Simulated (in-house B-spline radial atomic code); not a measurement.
How numerical settings move a run on Br2+, [Ar] 3d10 4s2 4p3. Computed with a B-spline radial code for spherical atoms: scalar-relativistic (X2C) r2SCAN, spin-polarised, spherical fractional occupations, Fermi nucleus of rms radius 4.1629 fm.

Command:
```bash
python run_scf.py task.json out
```
Settings of the sound reference run:
```
Z                35
electrons        33
configuration    [Ar] 3d10 4s2 4p3
hamiltonian      x2c
method           r2scan
spin_polarised   True
nucleus          fermi
rms_radius       4.1629
mass_number      79
atomic_mass      78.91834
speed_of_light   137.036
knot_spacing     0.22
spline_order     8
gauss_points     12
box_radius       22.22
max_iterations   70
damping          0.5
damped_steps     3
diis_vectors     10
tolerance        1e-08
start            Thomas-Fermi
```

Run time, properties included: 0.37 s on 1 thread of Arm Neoverse V1, with other jobs on the host.

It converges in 8 iterations to -2605.064815 hartree, with 4p up at -30.0416 eV. The other runs change the listed settings, some to values that make no sense; their results aren't properties of the atom or ion. Radii are in bohr (the nuclear one in fm), a minus after a letter asks for a j subshell, and «unchanged» means within 1e-8 hartree. The run stops when the residual is below 10 × tolerance × max(1, Z/10), or a noise floor if that is larger, and the energy moves by less than 1e-8 × √|E| hartree; so very loose and very tight tolerances often act alike.

| changed settings | outcome |
| --- | --- |
| knot_spacing = 0.15, max_iterations = 100, diis_vectors = 0, tolerance = 0.001 | converged in 5 iterations, energy -9.09e-05 hartree from the reference, 4p up level -5.6e-04 eV |
| electrons = 37, configuration = [Ar] 3d10 4s2 4p7, max_iterations = 75 | stopped with error: shell 4p holds at most 3 electrons (per spin) |
| spline_order = 10 | converged in 8 iterations, energy -2.64e-05 hartree from the reference, 4p up level -6.3e-05 eV |
| spline_order = 4 | converged in 8 iterations, energy +9.48e-04 hartree from the reference, 4p up level +9.8e-05 eV |
| start = bare nucleus | converged in 8 iterations, energy unchanged |
| spline_order = 7 | converged in 8 iterations, energy -3.39e-05 hartree from the reference, 4p up level -6.8e-05 eV |
| first_knot = 0.000286 | converged in 8 iterations, energy +1.75e-04 hartree from the reference, 4p up level -6.2e-05 eV |
| first_knot = 2.86e-05 | converged in 8 iterations, energy -3.10e-05 hartree from the reference, 4p up level +4.5e-05 eV |
| spline_order = 6, max_iterations = 3, start = bare nucleus | not converged after 3 iterations, last residual 9.3e-04, last energy -1.94e-05 hartree from the reference |
| spline_order = 6 | converged in 8 iterations, energy -2.16e-05 hartree from the reference, 4p up level +7.9e-05 eV |
| spline_order = 5 | converged in 8 iterations, energy +2.53e-05 hartree from the reference, 4p up level -1.5e-04 eV |
| box_radius = 44.44, max_iterations = 75, damping = 0.2 | converged in 8 iterations, energy -1.89e-07 hartree from the reference, 4p up level -5.1e-07 eV |
| spline_order = 3 | converged in 8 iterations, energy +6.20e-02 hartree from the reference, 4p up level +3.0e-04 eV |
| box_radius = 88.88, max_iterations = 60, damping = 0.8 | converged in 9 iterations, energy -3.54e-07 hartree from the reference, 4p up level +4.3e-07 eV |

Problem. What happens with electrons = 34, configuration = [Ar] 3d10 4s2 4p3 2f1, max_iterations = 60?

Solution. Stopped with error: there is no 2f shell.

Problem. What happens with first_knot = 2.86e-06?

Solution. Converged in 7 iterations, energy -1.54e-05 hartree from the reference, 4p up level -8.0e-05 eV.

Problem. What happens with gauss_points = 8, max_iterations = 100, damped_steps = 1, tolerance = 0.001, start = bare nucleus?

Solution. Converged in 5 iterations, energy -7.83e-08 hartree from the reference, 4p up level +4.1e-04 eV.

Problem. What happens with first_knot = 0.0286?

Solution. Converged in 8 iterations, energy +1.80e-01 hartree from the reference, 4p up level -6.8e-04 eV.
